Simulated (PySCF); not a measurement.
Fill in the blanks.

Compound: C7H10O.
Z-matrix (Å and degrees, GFN2-xTB geometry), rows numbered from 1:
```
C 
C   1  1.3194
C   2  1.4946  1  124.26
C   3  1.5354  2  111.01  1  -117.86
C   4  1.5039  3  112.05  2   -65.46
C   5  1.3197  4  124.42  3   131.36
C   4  1.5116  3  111.29  2   175.01
O   7  1.1968  4  125.79  3     7.24
H   1  1.0767  2  122.17  3   179.63
H   1  1.0780  2  121.63  3    -0.92
H   2  1.0826  1  120.51  3  -178.96
H   3  1.0913  2  110.36  1     3.10
H   3  1.0931  2  109.92  1   122.06
H   4  1.0959  3  110.00  2    56.02
H   5  1.0820  4  114.85  3   -49.55
H   6  1.0780  5  121.93  4    -1.06
H   6  1.0767  5  121.76  4   179.56
H   7  1.1087  4  112.79  3  -174.07
```

```tsv
property	level	value
point group of the GFN2-xTB geometry	GFN2-xTB	?
rotational constants A, B, C of the GFN2-xTB geometry	GFN2-xTB	2.395, 1.506, 0.996 GHz
dipole moment	wB97X-D/def2-SVPD	2.65 D
HOMO energy	wB97X-D/def2-SVPD	?
LUMO energy	wB97X-D/def2-SVPD	0.67 eV
lowest singlet excitation	TDDFT wB97X-D/def2-SVPD	4.27 eV (290 nm, f = 0.004)
strongest line among the 8 lowest singlet transitions	TDDFT wB97X-D/def2-SVPD	S5 at 7.45 eV (166 nm, f = 0.312)
lowest triplet excitation (Tamm–Dancoff)	TDA wB97X-D/def2-SVPD	?
static isotropic polarisability	wB97X-D/def2-SVPD	87.5 au
electronic spatial extent ⟨r²⟩ about the centre of nuclear charge	wB97X-D/def2-SVPD	?
```

Gas-phase values; electronic properties from PySCF, density fitting. The structure is a single GFN2-xTB conformer in the gas phase; no vibrational or solvent corrections.

Problem. The point group of the GFN2-xTB geometry?

Solution. C1.

Problem. What is the electronic spatial extent ⟨r²⟩ about the centre of nuclear charge?

Solution. 1188 bohr².

Problem. What is the HOMO energy?

Solution. -9.14 eV.

Problem. Give the lowest triplet excitation (Tamm–Dancoff).

Solution. 3.72 eV.

In atomic units the dipole is 1.04 e·bohr (1 au = 2.5417 D). The polarisability is 12.96 Å³ as a volume (1 au = 0.148185 Å³), or 1.46 au for each of the 60 electrons. No computed singlet falls in the visible range (750 to 380 nm, 1.65 to 3.26 eV); S1 lies 1.01 eV above its blue end. The vertical singlet–triplet gap S1 − T1 is 0.55 eV (TDDFT singlet less Tamm–Dancoff triplet; S1: HOMO→LUMO, weight 0.58; T1: HOMO→LUMO, weight 0.59). A dipole of 2.65 D is allowed in C1, and pure rotational transitions are dipole-allowed. The 8 singlets span 4.27 to 7.76 eV, and their oscillator strengths add up to 0.78.

For the TDDFT job (wB97X-D/def2-SVPD), on one thread, Intel Xeon at 2.70 GHz (x86_64), no GPU (shared host), this took 1.7 min wall and 1.0 GiB of memory at its peak.
